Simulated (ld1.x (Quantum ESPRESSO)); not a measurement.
**iridium: one change to an ultrasoft potential, before and after**

| Property | Result |
| --- | --- |
| Element | Ir (Z = 77) |
| Generator | ld1.x (Quantum ESPRESSO) 7.5 |
| Type | ultrasoft |
| Functional | PBE |
| Relativity | scalar-relativistic |
| Frozen core | [Xe] 4f14 |
| Valence charge | 9 |
| Reference configuration | 5d7 6s2 6p0 |
| Partial waves | 6s (bound): rcut 1.80, rcutus 2.30 bohr; 6s channel at 3.75 Ry: rcut 1.80, rcutus 2.30 bohr; 6p (bound, empty): rcut 2.80, rcutus 3.40 bohr; 6p channel at 0.2 Ry: rcut 2.80, rcutus 3.40 bohr; 5d (bound): rcut 1.50, rcutus 1.75 bohr; 5d channel at 0.4 Ry: rcut 1.50, rcutus 1.75 bohr; 5f channel at 0.05 Ry: rcut 2.75, rcutus 3.40 bohr; 5f channel at 2.8 Ry: rcut 2.75, rcutus 3.40 bohr |
| Local potential | all-electron potential smoothed inside 3.35 bohr (lloc = -1) |
| Core correction | Bessel-smoothed model core, default radius (core density twice the valence density) |
| Augmentation charge | PSQ, radius 1.65 bohr |

All-electron outer shells of the reference configuration (PBE, scalar-relativistic, ld1.x):

```csv
shell,level (eV),outermost node (bohr),outermost maximum (bohr)
4f,-62.19,–,0.39
5p,-54.70,0.54,1.01
5d,-7.15,0.59,1.29
6s,-6.33,1.17,2.38
6p,-1.22,1.39,3.47
```

Change: core correction Bessel-smoothed model core inside 2.08 bohr.

Cutoffs: the cutoffs (Ry, on a coarse ladder) from which the occupation-weighted sum of valence levels, in a spherical-Bessel basis at the reference potential, stays within 10 and 1 mRy of its value at 400 Ry; they do not see the model core or the augmentation charge, which bear on the density cutoff. Errors are all-electron minus pseudo energies relative to the spin-unpolarised reference configuration.

Problem. What does the change do?

Solution. The potential gets neither clearly harder nor softer (35 Ry and 55 Ry → 35 Ry and 55 Ry); of the 7 tests that both files solve, the error grows in 0 and shrinks in 6 by more than 15 % and 0.3 meV (median size 26.4 → 22.8 meV); neither file shows a bound ghost. The default core radius of the base comes out at 1.20 bohr. A wider model core is smoother and lowers the density cutoff, which this test does not measure.

| quantity | base | changed |
| --- | --- | --- |
| cutoff, loose | 35 Ry | 35 Ry |
| cutoff, tight | 55 Ry | 55 Ry |
| bound ghosts | none | none |
| error for 5d7 6s1 6p0, meV [ΔE 9.88 eV] | -9.9 | -5.8 |
| error for 5d7 6s0 6p0, meV [ΔE 27.35 eV] | -52 | -27 |
| error for 5d6 6s0 6p0, meV [ΔE 57.89 eV] | -226 | -191 |
| error for 5d7.5 6s1.5 6p0, meV [ΔE -0.29 eV] | -8.3 | -6.7 |
| error for 5d8 6s1 6p0, meV [ΔE -0.33 eV] | -28 | -23 |
| error for 5d7 6s1.5 6p0, meV [ΔE 4.03 eV] | -2.7 | -1.9 |
| error for 5d6 6s2 6p0, meV [ΔE 12.19 eV] | -26 | -24 |
| s: phases at 3.71 bohr within 0.05 rad from the reference energy up to (Ry; the scan ends near 5) | n/a | n/a |
| p: phases at 3.71 bohr within 0.05 rad from the reference energy up to (Ry; the scan ends near 5) | 2.1 | 2.1 |
| d: phases at 3.71 bohr within 0.05 rad from the reference energy up to (Ry; the scan ends near 5) | 4.0 | 4.0 |
| f: phases at 3.71 bohr within 0.05 rad from the reference energy up to (Ry; the scan ends near 5) | to the end of the scan | to the end of the scan |
| lowest overlap eigenvalue by channel | s 0.65, p 0.59, d 0.99, f 0.92 | s 0.65, p 0.59, d 0.99, f 0.92 |
